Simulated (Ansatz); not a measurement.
```xyz
11

N     0.5991   -1.9873    1.2623
C     0.5155   -0.9609    0.3980
C     0.6788   -0.0788   -0.4314
C     0.5489    1.0809   -1.2591
In   -1.2582    1.3885   -0.0223
H     1.2233   -2.7343    0.9948
H    -0.2737   -2.3273    1.6335
H     1.3102    1.8434   -1.1068
H     0.3652    0.8837   -2.3131
H    -1.0309    2.2984    1.4137
H    -2.6780    0.5936   -0.5695
```

Charge 0, multiplicity 1. In takes the def2 core potential.

(1) List the ωB97M-V/def2-TZVPP orbital energies in eV (the Gaussian-basis code of Ansatz). (An estimate is asked.)

## Answers

(1) Ansatz gave: Occupied: -395.49, -282.27, -281.56, -281.40, -130.76, -87.20, -86.94, -86.91, -28.72, -24.78, -23.72, -23.48, -23.48, -23.42, -23.26, -21.50, -18.09, -17.44, -15.16, -14.47, -14.22, -12.77, -11.21, -10.24, -8.66, -8.45. Lowest empty: 0.44, 1.40, 1.87, 2.11, 2.81, 3.09, 3.54, 3.68.
